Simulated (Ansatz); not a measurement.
The same substitution along the group B, Al, In.

Computed with Ansatz on PBE0-D4/def2-TZVP structures; ΔE is electronic, products minus reactants. CBS: MP2 limit from def2 TZ/QZ plus the TZ coupled-cluster correction, frozen cores. This one scheme is used for every species. Functionals use def2-TZVPP. def2 core potentials past Kr. For In outer-core shells are correlated without core-valence functions, which leaves a few kJ/mol of doubt a bond. Each species was taken in one conformer, which may not be the lowest.

```
                                              reaction  B2PLYP (eV)  CCSD/CBS(def2) (eV)  CCSD(T)/CBS(def2) (eV)
             `BC(C)F` + `OC(F)F` → `CC(F)OC(F)F` + BH₃         0.45                 0.45                    0.44
`C[CH](F)[AlH2]` + `OC(F)F` → `CC(F)OC(F)F` + `[AlH3]`         0.13                 0.13                    0.13
`C[CH](F)[InH2]` + `OC(F)F` → `CC(F)OC(F)F` + `[InH3]`         0.00                 0.03                    0.04
```

Largest T1 diagnostic: 0.014, for `[InH3]`.
